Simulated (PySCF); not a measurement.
A calculated (M06-2X, PySCF 2.14, aug-cc-pVDZ-DK, the spin-free X2C one-electron Hamiltonian (Gaussian nucleus)) atom or ion has these occupied shells.

| shell | electrons | orbital energy (eV) | rms radius, mean of both spins (bohr) |
| --- | --- | --- | --- |
| 1s | 2 | -20.607 | 1.11 |

Problem. Name the element and its charge.

Solution. He (helium, neutral), in 1s2, closed-shell 1S.
